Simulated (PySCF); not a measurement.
Hf²⁺: excitation energy

Hf²⁺ [Xe] 4f14 5d2 (3F) → Hf²⁺ [Xe] 4f14 5d1 6s1 (3D), as a difference of total energies. Calculation: PySCF 2.14, in aug-cc-pVTZ-PP with ECP60MDF (6s6p5d3f2g, 88 functions); scalar relativity through the core potential. Correlated levels: valence: 5s2 5p6 frozen. The calculations carry no spin-orbit coupling.

```tsv
method	excitation energy (eV)
UHF	0.309
MP2 (valence)	0.281
SCS-MP2 (valence)	0.300
CCSD (valence)	0.269
```

How much does correlation contribute at MP2 (valence)?

0.281 − (0.309) = -0.028 eV, measured against UHF.

With two correlated electrons CCSD is exact in that space.
